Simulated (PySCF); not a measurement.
Species: C6H11N3.
Numbering: `[CH3:1][CH2:2][CH2:3][n:4]1[n:5][cH:6][c:7]([CH3:8])[n:9]1`

Cartesian coordinates in Å at the GFN2-xTB level; atoms count from 1:
```
atom  x, y, z in Å
C1    -2.2572    0.9991    0.5001
C2    -2.3064   -0.5025    0.2505
C3    -1.3289   -0.9256   -0.8496
N4     0.0292   -0.7385   -0.4301
N5     0.6093   -1.5183    0.4472
C6     1.8246   -1.0102    0.5942
C7     1.9371    0.1106   -0.2390
C8     3.0872    1.0264   -0.4422
N9     0.7735    0.2472   -0.8701
H10   -2.9338    1.2738    1.3052
H11   -1.2524    1.3094    0.7760
H12   -2.5462    1.5435   -0.3959
H13   -3.3140   -0.7961   -0.0483
H14   -2.0503   -1.0421    1.1641
H15   -1.4703   -0.3187   -1.7458
H16   -1.4692   -1.9831   -1.0888
H17    2.5404   -1.4485    1.2580
H18    3.9367    0.6970    0.1505
H19    2.8165    2.0391   -0.1475
H20    3.3689    1.0482   -1.4934
```

Definitions: NICS(0) = −σiso at the ring centroid; NICS(1) = −σiso and NICS(1)zz = −σzz at ±1 Å along the ring normal z. Level: GIAO PBE0/pcSseg-1 (PySCF, non-relativistic, gas phase) on the GFN2-xTB geometry, one conformer.

Ring bond lengths (Å), with Mayer bond orders in brackets: N4–N5 1.309 (1.24), N5–C6 1.325 (1.50), C6–C7 1.401 (1.34), C7–N9 1.331 (1.43), N9–N4 1.311 (1.24).

Problem. What do the NICS probes read (ppm)?

Solution. 
| ring | type | NICS(0) | NICS(1), two faces | NICS(1)zz, two faces | rms pucker (Å) | centre to ring atoms, mean (Å) |
| --- | --- | --- | --- | --- | --- | --- |
| N4–N5–C6–C7–N9 | 5-membered ring with 3 N; formal bonds all aromatic | -12.7 | -12.9 / -13.1 | -32.0 / -33.1 | 0.00 | 1.14 |

Problem. What can be read from them?

Solution. 
- N4–N5–C6–C7–N9: mean NICS(1)zz -32.5 ppm, shielded. For a flat ring without four-coordinate atoms the NICS criterion counts such a value as aromatic.

Problem. And the bond-length index? HOMA takes Krygowski's 1993 parameters.

Solution. 
- N4–N5–C6–C7–N9: HOMA 0.99; the largest term is that of C6–C7, α(R − Ropt)² = 0.04. The geometric and the magnetic index point the same way.

Problem. List the ring angles and the Hirshfeld charges of the ring atoms.

Solution. 
- N4–N5–C6–C7–N9: N4 114.9° (+0.101 e), N5 104.6° (-0.136 e), C6 108.3° (-0.045 e), C7 107.1° (+0.021 e), N9 105.1° (-0.135 e); sum 540.0° against 540° for a flat convex ring.

Problem. What are the shieldings of the ring atoms and their hydrogens in the same run (means over atoms taken as equivalent)?

Solution. 
| atoms | environment | σ isotropic (ppm) |
| --- | --- | --- |
| N4 | pyrrole-type nitrogen | -12.1 |
| N5 | pyridine-type nitrogen | -93.5 |
| C6 | aromatic CH next to a ring nitrogen | 47.7 |
| C7 | substituted aromatic carbon | 39.7 |
| N9 | pyridine-type nitrogen | -97.3 |
| H17 | aromatic hydrogen | 24.24 |

Rough CPU time on one thread of a shared machine: about 1.9 min (grids of density and orbitals included). This is the whole shielding run at PBE0/pcSseg-1, SCF included.
